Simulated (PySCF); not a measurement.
Which determinant of InH lies lowest?

Unrestricted PBE0; basis In cc-pVTZ-PP with ECP28, H cc-pVTZ; scalar-relativistic core potentials; PySCF 2.14. Outer shells of the fragments: In 4d10 5s2 5p1; H 1s1.

Followed along the bond (rough minima from three points):

```tsv
2Ms+1	unpaired	⟨S²⟩ at the start	R at minimum (Å)	Te (eV)
1	none	0.00	1.86	0.00
3	σ ↑, π ↑	2.01	1.78	1.98
```

Solutions found at the starting distance of 1.710 Å, counted from the lowest of them; the search is not exhaustive and high or unbound solutions are not listed, so other states can lie among these:

| 2Ms+1 | unpaired | term | E (eV) | ⟨S²⟩ | ⟨Lz²⟩ | μ (D) |
| --- | --- | --- | --- | --- | --- | --- |
| 1 | none | ¹Σ⁺ | 0.00 | 0.00 | 0.00 | -0.08 |
| 3 | σ ↑, π ↑ | ³Π | 1.90 | 2.01 | 1.00 | -0.28 |
| 1 | σ ↑, π ↓ | mixed | 2.22 | 1.02 | 1.00 | -0.19 |
| 3 | σ ↑↑ | ³Σ⁺ | 5.18 | 2.00 | 0.00 | 3.15 |
| 3 | π ↑↑ | ³Σ⁻ | 5.33 | 2.12 | 0.00 | -0.62 |
| 1 | π ↑↓ | mixed | 5.71 | 1.00 | 2.02 | -0.73 |
| 1 | none | mixed | 6.38 | 0.00 | 2.01 | -0.69 |

A term symbol is given only where ⟨S²⟩ and ⟨Lz²⟩ are close to those of a pure state; real π, δ and φ orbitals otherwise mix terms. A positive dipole means In(−)H(+).

Task: Compare the gap between the two lowest followed solutions at the starting distance with the gap between their minima.

Result: At PBE0 the second solution (triplet, unpaired electrons σ ↑, π ↑) lies +1.90 eV from the first (singlet, closed shell) at 1.710 Å and +1.98 eV at the minima; the two curves relax by different amounts, since their minima lie near 1.78 and 1.86 Å.

Spin–orbit coupling is left out. Counting both spins, an empty level lies below a filled one in some of these solutions, because spin and occupation are held.
